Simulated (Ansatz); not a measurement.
Cost and result for the atomization energy of `[CH3][AlH][N]([SiH3])[SiH3]` (15 atoms, 14 bonds).

Cartesian coordinates in Å:
```
C 0.4941 1.6183 1.9562
Al -0.3589 -0.0289 1.3672
N -0.2026 -0.4852 -0.3680
Si 0.6463 0.5540 -1.4681
Si -0.8670 -1.9543 -1.0052
H 1.4814 1.7598 1.5064
H 0.6114 1.6455 3.0427
H -0.1077 2.4888 1.6729
H -1.1943 -0.9959 2.3007
H 0.3693 0.1163 -2.8641
H 2.1187 0.5122 -1.2505
H 0.2069 1.9672 -1.3144
H -1.9436 -1.6833 -1.9975
H 0.1798 -2.7621 -1.6911
H -1.4339 -2.7525 0.1129
```

Total charge 0; spin multiplicity 1. The structure was optimised at the PBE0-D4/def2-TZVP level. It is one conformer, not always the lowest. Program: Ansatz. All runs use 2 threads of an AMD EPYC 7R13 on a shared host and a share of an NVIDIA H100 80 GB. Times are those of one run each, without the atoms' runs, and a repeat can differ threefold. Electronic energies, without spin–orbit coupling; frozen cores. CCSD(T)/CBS adds CCSD(T) − MP2 in def2-TZVPP to the MP2 limit, and its time is that of the two runs behind it. T1 = 0.011. B3LYP takes the VWN-RPA correlation (the form of Gaussian; ORCA's B3LYP/G).

CCSD(T)/CBS is a level of theory with its own doubt, some kJ/mol a heavy atom from the limit and from the frozen cores, so smaller differences don't rank the functionals.

| level | functions | wall time | atomization (kcal/mol) | difference from CCSD(T)/CBS | per bond |
| --- | --- | --- | --- | --- | --- |
| PBE0-D4/def2-TZVPP | 328 | 2 s | 1160.0 | -15.9 | -1.1 |
| B3LYP-D4/def2-TZVPP (with forces) | 328 | 2.3 s | 1174.4 | -1.5 | -0.1 |
| PBE-D4/def2-TZVPP (with forces) | 328 | 2.4 s | 1165.4 | -10.5 | -0.7 |
| r2SCAN-D4/def2-TZVPP (with forces) | 328 | 2.6 s | 1171.0 | -4.9 | -0.3 |
| ωB97X-V/def2-TZVPP | 328 | 3 s | 1181.4 | 5.5 | 0.4 |
| B2PLYP/def2-TZVPP | 328 | 3.2 s | 1158.5 | -17.4 | -1.2 |
| ωB97M-V/def2-TZVPP (with forces) | 328 | 4.3 s | 1177.1 | 1.2 | 0.1 |
| MP2/def2-QZVPP | 624 | 4.7 s | 1164.5 | -11.4 | -0.8 |
| CCSD(T)/def2-TZVPP | 328 | 6.5 s | 1145.4 | -30.5 | -2.2 |
| CCSD(T)/CBS(def2) | – | 11 s | 1175.9 | 0.0 | 0.0 |

In def2-TZVPP, CCSD(T) changes the Hartree–Fock value by +261.3 kcal/mol (the triples alone add +11.7 kcal/mol) and MP2 by +261.9 kcal/mol; breaking electron pairs costs correlation energy, which Hartree–Fock lacks. The D4 term adds +14.5 kcal/mol with B3LYP and +7.7 kcal/mol with PBE0; it sums over pairs of atoms, weighted by their polarisabilities, and B3LYP, whose exchange is more repulsive, gets the larger term. From PBE to PBE0 (25 % exact exchange), in def2-TZVPP and without D4, the atomization energy moves by −4.1 kcal/mol: exact exchange takes away binding that semilocal exchange gives to molecules.
